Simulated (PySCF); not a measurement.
Gas-phase reaction: 6 BH₃ + 3 N₂ = 2 borazine + 3 H₂, at 800 K and a standard pressure of 1 bar. Level: B3LYP/def2-TZVP†.

Method: PySCF energies plus ideal-gas RRHO corrections (1 bar). † marks an energy on the PBE0/def2-TZVP geometry and frequencies. All species are closed-shell singlets. B3LYP is the form with VWN-RPA correlation. The harmonic model lacks anharmonicity and excited electronic states, which grow with temperature; levels with a mode under 35 cm⁻¹ are left out.

```csv
species,E (Ha),H(800 K) − E (kJ/mol),S°(800 K) (J/mol/K)
BH₃,-26.62381,101.9,232.2
N₂,-109.57326,38.5,220.7
borazine,-242.77367,339.4,431.1
H₂,-1.17967,49.7,159.2
```
E: electronic energy; H − E holds the zero-point and thermal terms. 1 Ha = 2625.5 kJ/mol.

### Question
Work out ΔH°, ΔS°, ΔG° and log10 K from these numbers.

### Answer
1. ΔE = 2×(-242.77367) + 3×(-1.17967) − 6×(-26.62381) − 3×(-109.57326) = -0.62371 Ha = -1637.6 kJ.
2. Δ(H − E) = 2×(339.4) + 3×(49.7) − 6×(101.9) − 3×(38.5) = 101.0 kJ, so ΔH° = -1536.6 kJ.
3. ΔS° = 2×(431.1) + 3×(159.2) − 6×(232.2) − 3×(220.7) = -715.5 J/K; the number of gas molecules changes by -4.
4. ΔG° = ΔH° − TΔS° = -1536.6 − 800×(-715.5)/1000 = -964.2 kJ.
5. log10 K = −ΔG°/(RT ln 10) = 62.94, with RT ln 10 = 15.32 kJ/mol; at standard pressures the products are favoured.
6. A shift of 10 kJ in ΔE would move log10 K by 0.65 here.
For scale, ΔH°(298 K) is -1551 kJ at this level, -1627 kJ at ωB97M-V/def2-TZVP†, and runs from -2107 to -1259 kJ over the 18 levels computed.
